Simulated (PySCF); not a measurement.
**Dipole moment and polarisability of `O=C=Nc1cccc(F)c1`**

C7H4FNO.
Cartesian coordinates in Å at the PBE0-D3(BJ)/def2-SVP level; atoms count from 1:
```
atom  x, y, z in Å
O1     4.2940   -0.4089   -0.1933
C2     3.1441   -0.5659   -0.0682
N3     1.9846   -0.8407    0.0897
C4     0.6915   -0.3550    0.0481
C5     0.4182    0.9738   -0.3075
C6    -0.8989    1.4197   -0.3368
C7    -1.9543    0.5666   -0.0189
C8    -1.6587   -0.7459    0.3302
F9    -2.6514   -1.5762    0.6381
C10   -0.3564   -1.2237    0.3702
H11    1.2407    1.6464   -0.5574
H12   -1.1088    2.4552   -0.6137
H13   -2.9934    0.8986   -0.0370
H14   -0.1562   -2.2584    0.6479
```

Level: B3LYP/def2-SVPD (PySCF), static field, nuclei fixed, core orbitals frozen in the response. The polarisability tensor in these axes (au):

```
x   142.19  -3.60  -5.60
y    -3.60  87.03 -10.05
z    -5.60 -10.05  53.77
```

Question: What are the eigenvalues, a third of the trace, and Δα (Δα² = ½Σ(αi − αj)² over the three pairs)?

Answer: Principal values 50.52, 89.76 and 142.71 au; mean 94.33 au = 13.98 Å³ = 15.55 × 10⁻⁴⁰ C²·m²/J; Δα = 80.13 au (85 % of the mean).

Question: What is the dipole moment, and where does it point?

Answer: (-1.26, 1.41, -0.31) D, 1.92 D in size, pointing from the negative to the positive side. Measured along this direction, the outermost atoms are O1 at the negative end and H12 and H13 at the positive end.

Question: Molar refractivity from α?

Answer: Lorentz–Lorenz: R = (4π/3)N_A α = 2.5225 cm³/(mol·Å³) × 13.98 Å³ = 35.3 cm³/mol, in the limit of long wavelengths.

Question: Sum over states: ᾱ = Σ f/ω², ω in Eh. What share falls to these 6 lowest TDDFT singlets (eV, f)? 5.01, 0.0114; 5.44, 0.2514; 5.59, 0.0001; 6.28, 0.2775; 6.34, 0.0001; 6.38, 0.0010.

Answer: They add up to 11.86 au, 12.6 % of the 94.33 au; the largest single term is 6.29 au, from the state at 5.44 eV. Terms in order: 0.34, 6.29, 0.00, 5.20, 0.00, 0.02 au. Higher excitations give the rest. The strengths listed sum to 0.541.

Question: Rayleigh depolarisation ratio (linearly polarised light, static tensor)?

Answer: ρ = 3Δα²/(45ᾱ² + 4Δα²) = 19261.4/(400414 + 25681.9) = 0.0452.

One conformer (not necessarily the lowest) at the PBE0-D3(BJ)/def2-SVP geometry, without solvent, vibrations or thermal averaging.
